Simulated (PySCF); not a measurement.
## Working out the ionisation energy of Co(10+)

Co(10+) [Ne] 3s2 3p5 (2P) → Co(11+) [Ne] 3s2 3p4 (3P). Computed with PySCF 2.14 in an even-tempered Gaussian basis (19 s from 0.49 bohr⁻², ratio 2.5; 12 p from 0.64 bohr⁻², ratio 2.5; 5 d from 5 bohr⁻², ratio 2.7; 4 f from 7.4 bohr⁻², ratio 2.7), with scalar relativity by spin-free X2C-1e. Frozen: 1s2; the 22 highest virtual orbitals dropped. Energies in hartree (1 hartree = 27.21139 eV):

| part | Co(10+) (lower) | Co(11+) (upper) |
| --- | --- | --- |
| UHF | -1354.138626 | -1342.973028 |
| MP2 opposite-spin | -0.398939 | -0.374576 |
| MP2 same-spin | -0.147727 | -0.138039 |

**Question.** What does Hartree-Fock give?

**Answer.** (-1342.973028) − (-1354.138626) = 11.165598 hartree = 303.831 eV.

**Question.** What do MP2 and SCS-MP2 (6/5 opposite-spin, 1/3 same-spin) give?

**Answer.** The opposite-spin parts differ by 0.663 eV and the same-spin parts by 0.264 eV. MP2: 303.831 + (0.663) + (0.264) = 304.758 eV. SCS-MP2: 303.831 + 1.2 × (0.663) + (0.264)/3 = 304.715 eV.

A first-order spin-orbit estimate adds -0.035 eV to MP2 (outer shells), giving 304.723 eV against 305.32 ± 0.23 eV (semi-empirical (NIST evaluation); NIST Atomic Spectra Database, ionization energies).

What remains against the reference includes basis incompleteness, the frozen core and correlation beyond second order.
